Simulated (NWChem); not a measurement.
System: WH2O4; SMILES [OH][W]([OH])(=[O])=[O]

```xyz
7

W      0.0000     0.0000     0.0823
O      0.1204     1.3687     1.0907
O     -0.1204    -1.3687     1.0907
O      1.5497    -0.1482    -0.9751
H      2.3264     0.4200    -1.0079
O     -1.5497     0.1482    -0.9751
H     -2.3264    -0.4200    -1.0079
```
Atoms are numbered in this order, from 1.

Level: PBE0/def2-SVP with def2 effective core potentials on W (NWChem), optimised geometry, unscaled harmonic frequencies. def2 effective core potentials on W; no spin-orbit coupling.

Task: List the harmonic frequencies with IR intensities, and the thermochemistry.

Result: 
```tsv
frequency (cm⁻¹)	IR intensity (km/mol)
167	72.8
197	110.0
202	1.7
230	21.7
253	6.0
267	93.3
365	35.6
542	145.8
547	202.4
747	59.4
756	109.1
1015	225.1
1054	78.7
3925	532.7
3929	41.6
```

- zero-point energy = 20.3 kcal/mol
- thermal correction to the enthalpy at 298.15 K (with zero-point energy) = 25.3 kcal/mol
- heat capacity Cv = 22.8 cal/(mol K)
- entropy at 298.15 K and 1 atm (symmetry number 2) = 82.3 cal/(mol K)

Rigid rotor and harmonic oscillator.
